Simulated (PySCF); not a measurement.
Isomers of C7H10P2, from PBE0-D3(BJ)/def2-SVP geometry optimisation, gas phase (PySCF 2.14.0). One conformer each, no zero-point energy, no frequencies.

Question: Which isomer lies lower at this level?
A. `[CH3:1][c:2]1[cH:3][cH:4][cH:5][c:6]([PH:7][PH2:8])[cH:9]1` with C5–C6–P7–P8 -105°, C6–P7–P8–H 73° and 166°: A = 2031, B = 679.1, C = 592.6 MHz, dipole 1.25 D
B. `[CH3:1][CH2:2][c:3]1[p:4][cH:5][cH:6][p:7][c:8]1[CH3:9]` with C1–C2–C3–P4 93°: A = 1599, B = 1109, C = 701.2 MHz, dipole 1.03 D

Answer: A. That is `Cc1cccc(PP)c1`, 14.8 kcal/mol below the other.

```tsv
SMILES	mapped SMILES	E (Eh)	relative (kcal/mol)	relative (kJ/mol)	dipole (D)
Cc1cccc(PP)c1	[CH3:1][c:2]1[cH:3][cH:4][cH:5][c:6]([PH:7][PH2:8])[cH:9]1	-954.49733	0.0	0.0	1.25
CCc1pccpc1C	[CH3:1][CH2:2][c:3]1[p:4][cH:5][cH:6][p:7][c:8]1[CH3:9]	-954.47378	14.8	61.8	1.03
```
